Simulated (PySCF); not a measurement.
CH₆AlNO₂, SMILES C[NH][Al]([OH])[OH]. The structure is a stationary point at PBE-D3(BJ)/def2-SVP. The structure was generated by enumeration; whether it is a known compound was not checked. One conformer was computed; it need not be the lowest.

Method: PBE-D3(BJ)/def2-SVP (PySCF 2.14.0).

Harmonic wavenumbers (cm⁻¹): 86, 116, 147, 217, 218, 259, 281, 312, 470, 538, 603, 646, 845, 912, 1047, 1100, 1134, 1338, 1402, 1417, 1446, 2905, 2954, 3046, 3512, 3827, 3832. Rotational constants (GHz): 6.201, 2.623, 1.865; symmetry number 1.

Problem. Work out the zero-point energy and the ideal-gas rigid-rotor harmonic-oscillator thermochemistry at 298.15 K and 1 atm.

Solution. ZPE = ½ Σ hcν = ½ × 34611 cm⁻¹ = 49.48 kcal/mol. H − E(el) = 55.28 kcal/mol. Entropy in cal/(mol K): translation 39.44, rotation 26.76, vibration 20.84, total 87.04. G − E(el) = 29.33 kcal/mol. Cp = 29.28 cal/(mol K). Modes under 150 cm⁻¹ make the vibrational entropy uncertain.
